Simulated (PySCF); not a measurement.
Isomers of C6H5NO, one GFN2-xTB conformer each. Single-point energies are computed at PBE0/pcSseg-1 (PySCF, gas phase, no added dispersion term), electronic only.

```json
{"SMILES": "C#C/C(=C\\C#N)OC", "GFN2-xTB relative energy (kJ/mol)": "249.8"}
{"SMILES": "O=Cc1ccncc1", "GFN2-xTB relative energy (kJ/mol)": "3.8"}
{"SMILES": "O=Cc1cccnc1", "GFN2-xTB relative energy (kJ/mol)": "0.0"}
```

Conformers: `[CH:1]#[C:2]/[C:3](=[CH:4]\[C:5]#[N:6])[O:7][CH3:8]` with C2–C3–O7–C8 0°; `[O:1]=[CH:2][c:3]1[cH:4][cH:5][n:6][cH:7][cH:8]1` with O1–C2–C3–C4 180°; `[O:1]=[CH:2][c:3]1[cH:4][cH:5][cH:6][n:7][cH:8]1` with O1–C2–C3–C4 0°.

Problem. What does PBE0/pcSseg-1 give for the same structures?

Solution. 
```csv
SMILES,PBE0/pcSseg-1 E (Eh),PBE0/pcSseg-1 (kJ/mol),GFN2-xTB (kJ/mol),point group
O=Cc1cccnc1,-361.14988,0.0,0.0,Cs
O=Cc1ccncc1,-361.14779,5.5,3.8,Cs
C#C/C(=C\C#N)OC,-361.03374,304.9,249.8,Cs
```

Both levels put the same isomer lowest; measured from each level's own lowest isomer, the values differ by up to 55.1 kJ/mol (C#C/C(=C\C#N)OC: 249.8 against 304.9). As drawn, the lowest has an aromatic ring and a C=O bond, which the highest lacks; the highest has a C≡N group, a C≡C bond and a C=C bond outside aromatic rings, which the lowest lacks. Neighbours under 10 kJ/mol apart (O=Cc1cccnc1 and O=Cc1ccncc1) can change places with a better method, another conformer or zero-point energy.

Problem. Which frontier levels, dipoles and rotational constants go with these structures?

Solution. 
| SMILES | HOMO (eV, PBE0/pcSseg-1) | LUMO (eV) | dipole (D) | A, B, C (MHz) |
| --- | --- | --- | --- | --- |
| O=Cc1cccnc1 | -7.61 | -2.24 | 1.69 | 5500, 1595, 1236 |
| O=Cc1ccncc1 | -7.78 | -2.44 | 1.75 | 5590, 1576, 1230 |
| C#C/C(=C\C#N)OC | -7.07 | -1.94 | 5.52 | 3945, 1433, 1058 |

Problem. As an exercise, what shares would exp(−E/RT) give at 2000 K from these electronic energies alone (no entropy, no degeneracies)?

Solution. RT = 16.629 kJ/mol: O=Cc1cccnc1 58.2 %, O=Cc1ccncc1 41.8 %, C#C/C(=C\C#N)OC under 0.1 %.
